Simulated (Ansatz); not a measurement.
Cost and result up the ladder for Pd4H7 (11 atoms). The state is a doublet with charge 0. Geometry: PBE0-D4/def2-SVP.

```xyz
11

Pd    0.0880   -0.7350    1.5527
Pd    1.0438    1.1300   -0.3004
Pd   -0.9290   -0.5156   -0.9333
Pd   -1.9750   -2.3673    0.8933
H     2.0797    2.5617   -0.1740
H    -1.4671   -0.7228    0.8630
H    -0.8839   -0.3260   -2.6091
H     0.7814    0.8497    1.3412
H     2.6170    1.9237   -0.1724
H    -0.6056   -2.2747    1.8149
H    -0.7493    0.4763   -2.2760
```

Ansatz on 4 threads of Arm Neoverse V1 on a shared host. Times are rough, and most runs start from the orbitals of an earlier one. ωB97M-V/def2-TZVP serves as the yardstick here, not as an exact answer. Differences are given only for rows in sets of like size (and for xTB, whose basis is part of the method), since another set adds its own error. Binding counts from free atoms at the same level (Pd singlet, H doublet; other spins of the atoms weren't run), without zero-point energy or a counterpoise term.

In the def2 sets Pd takes a core potential; there is no spin–orbit coupling. In the doublet, H5 and H9 lie 0.83 Å apart, H7 and H11 lie 0.88 Å apart (atoms count from 1), so H2 has formed as a molecule. No other spin state of charge 0 was run. Another isomer (doublet) lies 0.25 eV lower at PBE0-D4/def2-TZVP; other spin states weren't run for this one.

Run but left out: B2PLYP/def2-TZVP, MP2/def2-TZVP (⟨S²⟩ 0.96 to 1.55, where a pure state has 0.75).

| level | functions | binding energy per atom (eV) | difference from ωB97M-V/def2-TZVP (eV) |
| --- | --- | --- | --- |
| PBE-D4/def2-SVP | 159 | 2.35 | – |
| PBE0-D4/def2-SVP | 159 | 2.17 | – |
| PBE-D4/def2-TZVP (with forces) | 202 | 2.36 | 0.27 |
| r2SCAN-D4/def2-TZVP | 202 | 2.44 | 0.34 |
| ωB97M-V/def2-TZVP | 202 | 2.09 | 0.00 |
| LDA (SPW92)/def2-TZVP | 202 | 2.80 | 0.70 |
| PBE0-D4/def2-TZVP | 202 | 2.17 | 0.08 |

Problem. Estimate how long each takes.

Solution. LDA (SPW92)/def2-TZVP 3.4 s; PBE-D4/def2-SVP 6 s; PBE-D4/def2-TZVP (with forces) 8 s; PBE0-D4/def2-SVP 9.5 s; PBE0-D4/def2-TZVP 15 s; r2SCAN-D4/def2-TZVP 15 s; ωB97M-V/def2-TZVP 2.3 min. On shared hardware such times vary by a factor of up to 3.
